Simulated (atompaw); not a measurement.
# An all-electron radial function and its pseudo partner (arsenic)

Columns: radius, all-electron u(r) and pseudo u(r) of the 4s shell (level -14.70 eV) of arsenic in the configuration [Ar] 3d10 4s2 4p3; LDA (PW92), scalar-relativistic, PAW (atompaw) scheme, atompaw 4.2.0.5.

```json
{"r (bohr)": "0.071", "all-electron": "0.0653", "pseudo": "0.0631"}
{"r (bohr)": "0.142", "all-electron": "0.2349", "pseudo": "0.1257"}
{"r (bohr)": "0.213", "all-electron": "0.0893", "pseudo": "0.1874"}
{"r (bohr)": "0.285", "all-electron": "-0.1406", "pseudo": "0.2487"}
{"r (bohr)": "0.356", "all-electron": "-0.3077", "pseudo": "0.3074"}
{"r (bohr)": "0.427", "all-electron": "-0.3782", "pseudo": "0.3640"}
{"r (bohr)": "0.498", "all-electron": "-0.3628", "pseudo": "0.4182"}
{"r (bohr)": "0.569", "all-electron": "-0.2864", "pseudo": "0.4697"}
{"r (bohr)": "0.640", "all-electron": "-0.1737", "pseudo": "0.5181"}
{"r (bohr)": "0.712", "all-electron": "-0.0418", "pseudo": "0.5638"}
{"r (bohr)": "0.783", "all-electron": "0.0919", "pseudo": "0.6054"}
{"r (bohr)": "0.854", "all-electron": "0.2202", "pseudo": "0.6433"}
{"r (bohr)": "0.925", "all-electron": "0.3381", "pseudo": "0.6774"}
{"r (bohr)": "0.996", "all-electron": "0.4425", "pseudo": "0.7076"}
{"r (bohr)": "1.067", "all-electron": "0.5323", "pseudo": "0.7339"}
{"r (bohr)": "1.138", "all-electron": "0.6073", "pseudo": "0.7563"}
{"r (bohr)": "1.210", "all-electron": "0.6690", "pseudo": "0.7749"}
{"r (bohr)": "1.281", "all-electron": "0.7166", "pseudo": "0.7893"}
{"r (bohr)": "1.352", "all-electron": "0.7523", "pseudo": "0.7998"}
{"r (bohr)": "1.423", "all-electron": "0.7773", "pseudo": "0.8065"}
{"r (bohr)": "1.494", "all-electron": "0.7929", "pseudo": "0.8094"}
{"r (bohr)": "1.565", "all-electron": "0.8005", "pseudo": "0.8087"}
{"r (bohr)": "1.637", "all-electron": "0.8009", "pseudo": "0.8043"}
{"r (bohr)": "1.708", "all-electron": "0.7955", "pseudo": "0.7965"}
{"r (bohr)": "1.779", "all-electron": "0.7851", "pseudo": "0.7852"}
{"r (bohr)": "1.850", "all-electron": "0.7706", "pseudo": "0.7706"}
```

(1) How many radial nodes do the two functions have?

(2) Is the pseudo-wave norm-conserving?

Results:

(1) The all-electron 4s function has n − l − 1 = 3 (the table is too coarse to show those close to the nucleus); the pseudo-wave has 0, since the states of the same l below it are removed with the core.

(2) No, it belongs to a PAW set: the norm inside the radius is not constrained, and the difference is carried by the augmentation charge.
